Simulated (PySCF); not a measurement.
All of these have the formula C6H9N. Computed, not measured: TDDFT CAM-B3LYP/def2-SVPD, vertical, gas phase, core orbitals frozen in the response in PySCF 2.14.0, density-fitted response routines. Geometries: GFN2-xTB; one conformer of each isolated species. Triplets are in the Tamm–Dancoff approximation.

Question: Rank by computed lowest singlet excitation energy, lowest first.
A. `Cc1ccc(C)[nH]1`
B. `C/C=C(/C)CC#N`
C. `C=CC/C=N/C=C`
D. `[H]/N=C(\C#C)C(C)C`
E. `CC#CC1CNC1`
F. `C#C[C@]1(C)CCN1`

Answer: C (4.63 eV), D (4.79 eV), A (5.30 eV), E (6.08 eV), F (6.33 eV), B (6.74 eV).

```json
{"SMILES": "C=CC/C=N/C=C", "S1 (eV)": "4.63", "HOMO (eV)": "-8.33", "T1 (eV)": "3.41", "first f ≥ 0.01 (nm)": "213", "f (S1)": "0.003", "S1 mainly": "H-1→L (81%)"}
{"SMILES": "[H]/N=C(\\C#C)C(C)C", "S1 (eV)": "4.79", "HOMO (eV)": "-9.17", "T1 (eV)": "4.07", "first f ≥ 0.01 (nm)": "206", "f (S1)": "0.003", "S1 mainly": "H→L (96%)"}
{"SMILES": "Cc1ccc(C)[nH]1", "S1 (eV)": "5.30", "HOMO (eV)": "-6.78", "T1 (eV)": "4.15", "first f ≥ 0.01 (nm)": "204", "f (S1)": "0.000", "S1 mainly": "H→L (95%)"}
{"SMILES": "CC#CC1CNC1", "S1 (eV)": "6.08", "HOMO (eV)": "-7.87", "T1 (eV)": "5.47", "first f ≥ 0.01 (nm)": "185", "f (S1)": "0.000", "S1 mainly": "H→L+1 (63%)"}
{"SMILES": "C#C[C@]1(C)CCN1", "S1 (eV)": "6.33", "HOMO (eV)": "-8.06", "T1 (eV)": "5.39", "first f ≥ 0.01 (nm)": "196", "f (S1)": "0.014", "S1 mainly": "H→L (51%)"}
{"SMILES": "C/C=C(/C)CC#N", "S1 (eV)": "6.74", "HOMO (eV)": "-8.63", "T1 (eV)": "4.21", "first f ≥ 0.01 (nm)": "184", "f (S1)": "0.043", "S1 mainly": "H→L (86%)"}
```

H and L stand for HOMO and LUMO.
